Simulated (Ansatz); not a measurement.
`B[SiH](F)BCl` + H₂Se → `ClB[SeH]` + `B[SiH2]F` at 298.15 K and 1 bar (cleavage of the B–Si bond).

Program: Ansatz. Geometries: PBE0-D4/def2-TZVP. ΔE: electronic, gas phase. CCSD(T)/CBS adds triple-zeta CCSD(T) − MP2 to the extrapolated MP2 energy (def2 sets, frozen cores). For Se outer-core shells are correlated without core-valence functions, which leaves a few kJ/mol of doubt a bond. Scalar relativity is left out up to krypton. Each species was taken in one conformer, which may not be the lowest.

```json
{"species": "`B[SiH](F)BCl`", "CCSD(T)/CBS energy (Eh)": "-900.68555", "H − E (kJ/mol)": "141.4", "S (J/(mol·K))": "363.8"}
{"species": "H₂Se", "CCSD(T)/CBS energy (Eh)": "-2401.89790", "H − E (kJ/mol)": "45.8", "S (J/(mol·K))": "219.1"}
{"species": "`ClB[SeH]`", "CCSD(T)/CBS energy (Eh)": "-2886.53463", "H − E (kJ/mol)": "71.9", "S (J/(mol·K))": "292.7"}
{"species": "`B[SiH2]F`", "CCSD(T)/CBS energy (Eh)": "-416.08532", "H − E (kJ/mol)": "118.3", "S (J/(mol·K))": "289.1"}
```

H − E and S are ideal-gas, rigid-rotor, harmonic terms from PBE0-D4/def2-TZVP, for one conformer and one mirror image of each species. 1 Eh = 2625.50 kJ/mol, R = 8.31446 J/(mol·K).

Q: By hand: ΔE, ΔH, ΔS and ΔG.

A: ΔE = (-2886.53463) + (-416.08532) − (-900.68555) − (-2401.89790) = -0.03650 Eh = -95.8 kJ/mol. Δ(H − E) = 71.9 + 118.3 − 141.4 − 45.8 = 3.0, so ΔH = -92.8 kJ/mol. ΔS = 292.7 + 289.1 − 363.8 − 219.1 = -1.1 J/(mol·K). ΔG = -92.8 − 298.15 × (-1.1)/1000 = -92.5 kJ/mol.

Q: By hand: the equilibrium constant, and the temperature at which ΔG would vanish if ΔH and ΔS stayed fixed.

A: log₁₀ K = −ΔG/(RT ln 10) = 16.2. ΔG = 0 at ΔH/ΔS = 84364 K, far beyond where these terms or the molecules hold.

The number of gas molecules stays the same, so ΔS is small and ΔH decides. A doubt of 5 kJ/mol in ΔE shifts log₁₀ K by 0.9 here. Other conformers and mirror images would add mixing entropy, several J/(mol·K) or more a flexible species. These are equilibria of isolated gas molecules and say nothing of rates. Largest T1 diagnostic: 0.014 (customary marks: 0.02 for closed shells, 0.045 for open ones).
